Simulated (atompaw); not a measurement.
## What the settings do to the PAW (atompaw) potential of molybdenum

Base potential:

| Property | Result |
| --- | --- |
| Element | molybdenum (Mo) |
| Generator | atompaw 4.2.0.5 |
| Type | PAW |
| Functional | PBEsol |
| Relativity | scalar-relativistic |
| Frozen core | [Ar] 3d10 |
| Valence charge | 14 |
| Reference configuration | 4s2 4p6 4d5 5s1 5p0 |
| Partial waves | 4s (bound): rc 1.30 bohr; 5s (bound): rc 2.10 bohr; 4p (bound): rc 1.60 bohr; 5p (bound, empty): rc 2.00 bohr; 4d (bound): rc 2.10 bohr; 4d channel at 2 Ry: rc 2.10 bohr |
| Local potential | troulliermartins scheme with l = 3 at 0 Ry, radius 1.70 bohr |
| Core correction | smooth core density matched at 1.45 bohr |
| Augmentation charge | besselshape compensation charge, radius 1.80 bohr; PAW radius 2.10 bohr; waves and projectors: custom polynom gramschmidtortho |

All-electron outer shells of the reference configuration (PBEsol, scalar-relativistic, ld1.x):

```
shell  level (eV)  outermost node (bohr)  outermost maximum (bohr)
   3p     -378.97                   0.17                      0.38
   3d     -220.99                      –                      0.32
   4s      -64.30                   0.51                      0.99
   4p      -38.46                   0.52                      1.06
   5s       -4.12                   1.34                      2.93
   4d       -3.77                   0.53                      1.38
   5p       -1.01                   1.54                      4.05
```

Cutoffs, loose and tight: the cutoffs (Ry, on a coarse ladder) from which the occupation-weighted sum of valence levels, in a spherical-Bessel basis at the reference potential, stays within 10 and 1 mRy of its value at 400 Ry. They see the waves, projectors and local potential, not the compensation charge or the core. A dash means not determined.

A true bound ghost makes a file unfit for plane-wave use even where its test errors are small: the radial tests pick states by their node count and pass the ghost by.

| change | outcome | cutoff, loose | cutoff, tight | bound ghosts |
| --- | --- | --- | --- | --- |
| base | generated | 35 Ry | 60 Ry | none |
| local potential troulliermartins scheme with l = 3 at 0 Ry, radius 0.92 bohr | generated | 35 Ry | 70 Ry | s |
| local potential troulliermartins scheme with l = 3 at 0 Ry, radius 1.18 bohr | generated | 35 Ry | 55 Ry | s |
| local potential troulliermartins scheme with l = 3 at 0 Ry, radius 1.50 bohr | generated | 35 Ry | 60 Ry | none |
| local potential troulliermartins scheme with l = 3 at 0 Ry, radius 1.58 bohr | generated | 35 Ry | 60 Ry | none |
| local potential troulliermartins scheme with l = 3 at 0 Ry, radius 1.78 bohr | generated | 35 Ry | 60 Ry | none |
| local potential troulliermartins scheme with l = 3 at 0 Ry, radius 1.88 bohr | generated | 35 Ry | 60 Ry | none |
| local potential troulliermartins scheme with l = 3 at 0 Ry, radius 2.08 bohr | generated | 35 Ry | 60 Ry | none |

Question: What comes out with this change to the base: local potential troulliermartins scheme with l = 3 at 0 Ry, radius 1.04 bohr?

Answer: outcome: generated; cutoff, loose: 35 Ry; cutoff, tight: 50 Ry; bound ghosts: s.

Question: What comes out with this change to the base: local potential troulliermartins scheme with l = 3 at 0 Ry, radius 1.30 bohr?

Answer: outcome: generated; cutoff, loose: 35 Ry; cutoff, tight: 60 Ry; bound ghosts: s.

Reading the sweep of the r_vloc (base included, trends over the rows without a ghost): The loose cutoff stays near 35 Ry. Bound ghosts are found at 0.92, 1.04, 1.18, 1.3 bohr.
